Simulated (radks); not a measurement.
Dispersion coefficients C6 (hartree bohr^6) between ground-configuration atoms and ions, from the Casimir-Polder integral (3/pi) of alpha_A(iw) alpha_B(iw). Calculated with a radial shooting solver on a logarithmic mesh with Libxc functionals: scalar-relativistic Kohn-Sham, LDA (Slater exchange, VWN5 correlation), spin-polarised, spherical densities, finite nucleus; open shells are filled with parallel spins first; Fermi nuclear charge, rms radius of each element as measured or else 0.836 A^(1/3) + 0.57 fm. Response by self-consistent Sternheimer equations with the Hartree and adiabatic LDA kernel, the relativistic mass of each level held fixed and spin-orbit coupling left out.

| C6 | Li | Be+ | B2+ | C3+ | N4+ | O5+ | F6+ | Ne7+ |
|---|---|---|---|---|---|---|---|---|
| Li | 1141 |  |  |  |  |  |  |  |
| Be+ | 233.0 | 55.60 |  |  |  |  |  |  |
| B2+ | 84.08 | 21.68 | 8.832 |  |  |  |  |  |
| C3+ | 39.45 | 10.66 | 4.470 | 2.307 |  |  |  |  |
| N4+ | 21.58 | 6.021 | 2.578 | 1.350 | 0.7982 |  |  |  |
| O5+ | 13.06 | 3.732 | 1.623 | 0.8595 | 0.5127 | 0.3315 |  |  |
| F6+ | 8.487 | 2.471 | 1.089 | 0.5818 | 0.3495 | 0.2273 | 0.1565 |  |
| Ne7+ | 5.817 | 1.719 | 0.7659 | 0.4124 | 0.2492 | 0.1628 | 0.1126 | 0.08129 |

Static polarisabilities (bohr^3): Li ([He] 2s1) 143.6, Be+ ([He] 2s1) 21.19, B2+ ([He] 2s1) 6.801, C3+ ([He] 2s1) 2.998, N4+ ([He] 2s1) 1.577, O5+ ([He] 2s1) 0.9281, F6+ ([He] 2s1) 0.5909, Ne7+ ([He] 2s1) 0.3985. The combination rule 2 Ca Cb / ((alpha_b/alpha_a) Ca + (alpha_a/alpha_b) Cb) gives 1.684 for Ne7+-Be+, against 1.719 from the integral.
